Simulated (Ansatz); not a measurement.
All numbers were calculated with Ansatz.

A structure relaxed at PBE0-D4/def2-TZVP, charge 0, multiplicity 1:

```xyz
12

C    -0.828    0.479   -2.033
C    -1.683    0.161   -1.054
N    -1.372   -0.162    0.244
Zn    0.327   -0.228    0.940
C     2.090   -0.305    1.705
H    -1.189    0.717   -3.023
H     0.247    0.512   -1.876
H    -2.748    0.149   -1.287
H    -2.179   -0.368    0.807
H     2.041   -0.309    2.796
H     2.615   -1.207    1.384
H     2.679    0.562    1.396
```

(1) Give its formula and SMILES.

(2) Summarise the bond lengths by kind.

## Answers

(1) C3H7NZn, `C=C[NH][Zn][CH3]`.

(2) 1 × C–C 1.338 Å; 6 × C–H 1.080 to 1.092 Å; 1 × C–N 1.373 Å; 1 × N–Zn 1.837 Å; 1 × H–N 1.006 Å; 1 × C–Zn 1.924 Å.
